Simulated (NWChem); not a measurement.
System meant: SiOH, doublet; SMILES [SiH]=O

NWChem input:

```
start job
memory heap 200 mb stack 900 mb global 1100 mb
geometry units angstroms noautoz
  O     -0.057603    -1.025260     0.000000
  Si     0.164965     0.498836     0.000000
  H     -1.059680     1.425917     0.000000
end
basis spherical
  * library def2-svp
end
dft
  odft
  mult 2
  xc b3lyp
  iterations 4
  mulliken
end
task dft energy
```

End of the output:

```
     --------------------------
     Expectation value of S2:
     --------------------------
      <S2> =      0.7550 (Exact =     0.7500)

 center of mass
 --------------
 x =   0.04973980 y =  -0.05580383 z =   0.00000000

 moments of inertia (a.u.)
 ------------------
          92.609089831797           0.000000000000           0.000000000000
           0.000000000000           5.932170520807           0.000000000000
           0.000000000000           0.000000000000          98.541260352604

     Multipole analysis of the density
     ---------------------------------

     L   x y z        total         alpha         beta         nuclear
     -   - - -        -----         -----         ----         -------
     0   0 0 0     -0.000000    -12.000000    -11.000000     23.000000

     1   1 0 0     -0.024511     -0.113891      0.089380     -0.000000
     1   0 1 0      1.080040     -0.010975      1.091015     -0.000000
     1   0 0 1     -0.000000     -0.000000     -0.000000      0.000000

     2   2 0 0    -13.910486    -11.641587     -7.822376      5.553477
     2   1 1 0      0.016708      1.367783      1.531003     -2.882078
     2   1 0 1     -0.000000     -0.000000      0.000000      0.000000
     2   0 2 0    -15.189102    -35.003535    -29.725550     49.539983
     2   0 1 1      0.000000      0.000000      0.000000      0.000000
     2   0 0 2    -12.435526     -6.872067     -5.563460      0.000000

 ------------------------------------------------------------------------
 dft energy failed                                                                                  0
 ------------------------------------------------------------------------
 ------------------------------------------------------------------------
  current input line :
    18: task dft energy
 ------------------------------------------------------------------------
 ------------------------------------------------------------------------
 This type of error is most commonly associated with calculations not reaching convergence criteria
 ------------------------------------------------------------------------
 For more information see the NWChem manual at https://nwchemgit.github.io

0:dft energy failed:Received an Error in Communication
```

Problem. Can this run be used? If not, why, and what is the fix?

Solution. Convergence was not reached. Cause: the SCF was allowed too few iterations. This input runs:
```
start job
memory heap 200 mb stack 900 mb global 1100 mb
geometry units angstroms noautoz
  O     -0.057603    -1.025260     0.000000
  Si     0.164965     0.498836     0.000000
  H     -1.059680     1.425917     0.000000
end
basis spherical
  O library def2-svp
  Si library def2-svp
  H library def2-svp
end
dft
  odft
  mult 2
  xc b3lyp
  iterations 150
  mulliken
end
task dft energy
```
It converges to -365.12739 Ha (B3LYP/def2-SVP, spin-unrestricted).
